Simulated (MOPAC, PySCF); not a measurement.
C$_{9}$H$_{9}$NSSi, SMILES `[SiH3]c1c(S)cnc2ccccc12` (C–C–S–H torsion 180°), neutral singlet in the gas phase. 

Cartesian coordinates (Å):
SMILES: [SiH3]c1c(S)cnc2ccccc12
```xyz
21

Si     1.9656     1.9676    -0.0246
C      1.1219     0.2675    -0.0174
C      1.8363    -0.9393    -0.0346
S      3.6127    -0.9837    -0.0652
C      1.1068    -2.1781    -0.0267
N     -0.2030    -2.2708    -0.0049
C     -0.9375    -1.1175     0.0117
C     -2.3570    -1.2229     0.0348
C     -3.1493    -0.0847     0.0521
C     -2.5441     1.1997     0.0469
C     -1.1622     1.3304     0.0246
C     -0.3141     0.1834     0.0063
H      3.4551     1.7941    -0.0457
H      1.5796     2.7463     1.2030
H      1.5456     2.7531    -1.2367
H      3.6922    -2.3448    -0.0734
H      1.6744    -3.1296    -0.0397
H     -2.7849    -2.2359     0.0382
H     -4.2460    -0.1724     0.0699
H     -3.1763     2.1004     0.0606
H     -0.7157     2.3372     0.0208
```
Charge 0, spin multiplicity 1.

All levels are single points at this geometry (PBE-D3(BJ)/def2-SVP); Pople sets use spherical d functions. Orbital energies aren't observables, and empty levels follow the basis.

B3LYP/3-21G in PySCF gives HOMO (eV) = -6.18.

Q: Estimate the HOMO (eV) from each of these levels: PBE-D3(BJ)/def2-TZVP in PySCF; B3LYP/6-311+G** in PySCF; B3LYP/LANL2DZ in PySCF; M06-2X/6-31G* in PySCF; PBE/6-31G* in PySCF; SVWN5/6-31G* in PySCF; HF/3-21G in PySCF; HF/STO-3G in PySCF; AM1 in MOPAC; PM3 in MOPAC; PM6 in MOPAC; PM7 in MOPAC.

A: 
```csv
level,HOMO (eV)
PBE-D3(BJ)/def2-TZVP in PySCF,-5.58
B3LYP/6-311+G** in PySCF,-6.33
B3LYP/LANL2DZ in PySCF,-6.27
M06-2X/6-31G* in PySCF,-7.32
PBE/6-31G* in PySCF,-5.36
SVWN5/6-31G* in PySCF,-5.50
HF/3-21G in PySCF,-8.37
HF/STO-3G in PySCF,-5.95
AM1 in MOPAC,-8.60
PM3 in MOPAC,-8.63
PM6 in MOPAC,-8.81
PM7 in MOPAC,-8.67
```
